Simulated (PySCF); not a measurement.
Compound: C₆H₁₄OP₂.
Bonds: C1–P2, P2–C3, P2–P4, P4–C5, C5–C6, C6–O7, O7–C8, C8–C9, P4–C9. Hydrogens: H10, H11, H12 on C1; H13, H14, H15 on C3; H16, H17 on C5; H18, H19 on C6; H20, H21 on C8; H22, H23 on C9.

NICS is the negative of the GIAO shielding at a point without a nucleus: at the ring centre (0) and 1 Å above and below it (1); zz is the component along the ring normal. Level: GIAO PBE0/pcSseg-1 (PySCF, non-relativistic, gas phase) on the GFN2-xTB geometry, one conformer.

Ring bond lengths (Å), with Mayer bond orders in brackets: P4–C5 1.867 (0.93), C5–C6 1.529 (1.03), C6–O7 1.406 (0.95), O7–C8 1.407 (0.95), C8–C9 1.529 (1.03), C9–P4 1.867 (0.93).

Task: What do the NICS probes read (ppm)?

Result: 
| ring | type | NICS(0) | NICS(1), two faces | NICS(1)zz, two faces | rms pucker (Å) | centre to ring atoms, mean (Å) |
| --- | --- | --- | --- | --- | --- | --- |
| P4–C5–C6–O7–C8–C9 | 6-membered ring with O and P; formal bonds all single | -2.6 | -2.1 / -2.1 | 4.7 / 2.8 | 0.28 | 1.52 |

Task: What do they say, and how far can they be read as aromaticity?

Result: 
- P4–C5–C6–O7–C8–C9: mean NICS(1)zz 3.7 ppm, deshielded. C5, C6, C8, C9 have four or more neighbours, and the NICS criterion for π rings isn't applied.

Task: Give the inner angles of the rings and the Hirshfeld charges of the ring atoms.

Result: 
- P4–C5–C6–O7–C8–C9: P4 93.8° (+0.091 e), C5 109.0° (-0.127 e), C6 113.3° (0.000 e), O7 113.3° (-0.147 e), C8 113.3° (0.000 e), C9 109.1° (-0.127 e); sum 651.8° against 720° for a flat convex ring.

Task: How shielded are the nuclei of the rings and their hydrogens (means over atoms taken as equivalent)?

Result: 
```tsv
atoms	environment	σ isotropic (ppm)	principal values of the symmetric part, first atom (ppm)
P4	three-coordinate phosphorus	385.8	328.0, 369.3, 459.9
C5 (×2)	sp3 carbon bound to phosphorus	159.8	145.5, 161.5, 172.5
C6 (×2)	sp3 carbon bound to oxygen	116.4	91.7, 100.7, 156.8
O7	cyclic ether oxygen	285.2	232.9, 293.6, 329.2
H16 (×4)	methylene hydrogen	30.14	25.4, 29.5, 36.4
H18 (×4)	methylene hydrogen	27.71	23.2, 27.8, 33.4
```

On one thread, Arm Neoverse V1, on a shared host, this took 54 s of wall time. This is the whole shielding run at PBE0/pcSseg-1, SCF included.
